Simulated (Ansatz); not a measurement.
F₂H₅NO₂Si₂, SMILES `O[Si](O)(F)N[SiH2]F` at its PBE0-D4/def2-TZVP geometry, where that method's forces vanish. Charge 0, multiplicity 1.

```xyz
12

O    -0.9688    1.4846    0.8092
Si   -1.0321   -0.1249    0.5818
O    -0.6785   -0.8209    2.0012
F    -2.4906   -0.5580    0.1114
N     0.0307   -0.6574   -0.6388
Si    1.5913   -0.0611   -1.0066
F     1.5204    1.1468   -2.0567
H    -1.1869    2.0572    0.0722
H    -1.0500   -0.4337    2.7953
H    -0.3281   -1.3872   -1.2385
H     2.2064    0.4834    0.2206
H     2.3862   -1.1288   -1.6511
```

Question: What forces (eV/Å) does B3LYP-D4/def2-TZVPP give on these atoms in Ansatz? (Estimate.)

Answer: Computed: 
```
O1   0.004  0.139 -0.009
Si2  0.029 -0.050 -0.031
O3   0.021 -0.045  0.140
F4  -0.208 -0.058 -0.057
N5  -0.016 -0.050 -0.042
Si6  0.241 -0.162  0.105
F7  -0.010  0.159 -0.131
H8  -0.001  0.064  0.002
H9   0.011 -0.026  0.059
H10  0.007  0.000  0.001
H11 -0.036 -0.042 -0.085
H12 -0.044  0.070  0.046
```

B3LYP here is the variant with VWN-RPA as its local correlation; programs differ in this.
